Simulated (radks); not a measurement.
Valence configurations of neutral niobium (all share [Kr]). All-electron calculation, scalar-relativistic Kohn-Sham, PBEsol, spin-polarised, spherical densities, finite nucleus; open shells are filled with parallel spins first (spin-orbit coupling, left out, can overturn this in heavy ions); Fermi nuclear charge, rms radius 4.324 fm. Program: a radial shooting solver on a logarithmic mesh with Libxc functionals. Energies are relative to 4d4 5s1; eigenvalues in eV for spin up.

valence,E (eV),moment (Bohr magnetons),e(4d),e(5p),e(5s)
4d4 5s1,0.000,5,-3.720,-,-4.527
4d5,1.123,5,-2.435,-,-
4d3 5s2,1.234,3,-5.346,-,-5.079
4d4 5p1,3.246,5,-4.829,-2.001,-
4d3 5s1 5p1,3.181,5,-6.437,-2.421,-6.074
4d3.5 5s1 5p0.5,1.386,5,-5.062,-1.892,-5.315
4d3 5p2,6.876,5,-7.436,-2.965,-
4d2 5s2 5p1,5.864,3,-8.323,-2.759,-6.673
4d4 5s0.5 5p0.5,1.610,5,-4.293,-1.681,-4.931
4d3.5 5s1.5,0.641,4,-4.528,-,-4.837

NIST lists [Kr] 4d4 5s1 as the ground configuration; this level of theory agrees among the configurations tried. The energies are those of spherical high-spin densities, not of single terms.
